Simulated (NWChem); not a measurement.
[Mg]([SeH])[NH2] (MgNH$_{3}$Se), optimised at PBE0/def2-SVP with NWChem:

```
Property                           Result
---------------------------------  ------
highest occupied level (eV)         -6.34
orbital gap (eV)                     5.29
dipole (D)                           1.90
highest harmonic frequency (cm⁻¹)    3677
zero-point energy (kcal/mol)         20.0
```

All stand in one matching conformer (torsions within 35°), which need not be the lowest. This build's default masses of Se (78.918 u) and Br (79.917 u) are each other's, which moves their modes by up to 0.6 %.

One Mg atom is replaced by Be, giving [NH2][Be][SeH] (BeNH3Se), optimised at the same level. How do these values move?


```tsv
quantity	new value	change
highest occupied level (eV)	-6.90	-0.56
orbital gap (eV)	6.93	+1.64
dipole (D)	2.24	+0.34
highest harmonic frequency (cm⁻¹)	3699	+22
zero-point energy (kcal/mol)	22.1	+2.1
```
